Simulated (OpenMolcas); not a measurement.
# Eu V: CASPT2 settings compared

* Program: OpenMolcas
* Basis: ANO-RCC-VDZ [7s6p4d2f]
* Scalar Hamiltonian: DKH2, point nucleus
* Active space: 5 electrons in 7 orbitals (4f)
* State averaging: 2S+1 = 6 odd, 21 roots (18 in the spin-orbit step); 2S+1 = 4 odd, 224 roots (39 in the spin-orbit step)
* Spin-orbit coupling: RASSI with atomic mean-field integrals over the reference wave functions, term energies averaged over their components

Methods on the same reference wave functions:
A. CASSCF
B. SS-CASPT2, IPEA 0 Eh, no level shift (closed shells correlated: 5s 5p)
C. XMS-CASPT2, IPEA 0.3 Eh, real shift 0.25 Eh (closed shells correlated: 5s 5p)
D. XMS-CASPT2, IPEA 0.35 Eh, real shift 0.4 Eh (closed shells correlated: none)

Energies in cm⁻¹ above 4f⁵ ⁶H°_5/2.

```
       Level      A      B      C      D
 4f⁵ ⁶H°_5/2    0.0    0.0    0.0    0.0
 4f⁵ ⁶H°_7/2   1079   1079   1079   1079
 4f⁵ ⁶H°_9/2   2416   2410   2420   2410
4f⁵ ⁶H°_11/2   3972   3960   3970   3970
4f⁵ ⁶H°_13/2   5699   5670   5690   5690
4f⁵ ⁶H°_15/2   7541   7490   7530   7520
 4f⁵ ⁶F°_1/2   8868   8100   8530   8900
 4f⁵ ⁶F°_3/2   9079   8300   8740   9090
 4f⁵ ⁶F°_5/2   9599   8820   9260   9600
 4f⁵ ⁶F°_7/2  10570   9790  10230  10570
 4f⁵ ⁶F°_9/2  12098  11320  11760  12110
4f⁵ ⁶F°_11/2  14261  13500  13930  14290
```

Among B to D the level of the table that moves most is 4f⁵ ⁶F°_1/2, by 790 cm-1 (lowest in B, highest in D). Moves below CASPT2's spread within the term are not significant.

The lowest spin-free term lies below A's lowest term by 0.189 hartree in B, 0.186 hartree in C, 0.016 hartree in D.

CASPT2 breaks the degeneracy within a term, and the mean is taken; among the terms shown or strongly mixed into the levels shown the widest spread is 390 cm-1 (4f⁵ ⁶F°, C). High states are left out of the spin-orbit mixing, which shifts the levels that they would mix with. The basis is small and was not contracted for so high a charge. Without dynamic correlation excited terms often stand tens of per cent too high (terms of higher spin than the ground term too low), and those without a measured partner can miss by more than the paired ones (holds for A). Only configurations of the active space appear. The table leaves out levels that lie high or whose names do not pair safely across all columns.

° marks odd parity.
